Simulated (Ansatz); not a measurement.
Reaction (formal hydrolysis of a C–Si bond): `N[SiH2]C[Si](N)(F)F` + H₂O → `N[SiH2]CO` + `N[SiH](F)F`

Calculated with Ansatz (gas phase, PBE0-D4/def2-TZVP geometries, no zero-point term in ΔE). CBS: MP2 limit from def2 TZ/QZ plus the TZ coupled-cluster correction, frozen cores. This one scheme is used for every species. DFT in def2-TZVPP. B3LYP here is the variant with VWN-RPA as its local correlation; programs differ in this. One conformer a species, not always the lowest.

**Question.** Is it downhill or uphill in electronic energy at CCSD(T)/CBS, and by how much? (Best estimate.)

**Answer.** Ansatz gave: Uphill: ΔE = +142.1 kJ/mol.

**Question.** What do these levels give: r2SCAN-D4, PBE0-D4, B3LYP-D4, ωB97X-V, B2PLYP, r2SCAN, HF/def2-TZVPP, MP2/def2-TZVPP, SCS-MP2/def2-TZVPP, HF/CBS(def2), MP2/CBS(def2), CCSD/CBS(def2)? (Estimate.)

**Answer.** Ansatz gave: r2SCAN-D4 138.5, PBE0-D4 139.0, B3LYP-D4 133.4, ωB97X-V 132.1, B2PLYP 127.3, r2SCAN 135.4, HF/def2-TZVPP 117.6, MP2/def2-TZVPP 146.3, SCS-MP2/def2-TZVPP 135.1, HF/CBS(def2) 116.8, MP2/CBS(def2) 150.0, CCSD/CBS(def2) 140.1 kJ/mol.

Largest T1 diagnostic among the species: 0.011.

From PBE to PBE0 (25 % exact exchange), in def2-TZVPP and without D4, ΔE moves by +7.3 kJ/mol. In def2-TZVPP, CCSD(T) changes the Hartree–Fock value by +20.8 kJ/mol (the triples alone add +2.0 kJ/mol) and MP2 by +28.7 kJ/mol. The D4 term adds +16.8 kJ/mol with B3LYP and +9.6 kJ/mol with PBE0; it sums over pairs of atoms, weighted by their polarisabilities, and B3LYP, whose exchange is more repulsive, gets the larger term.
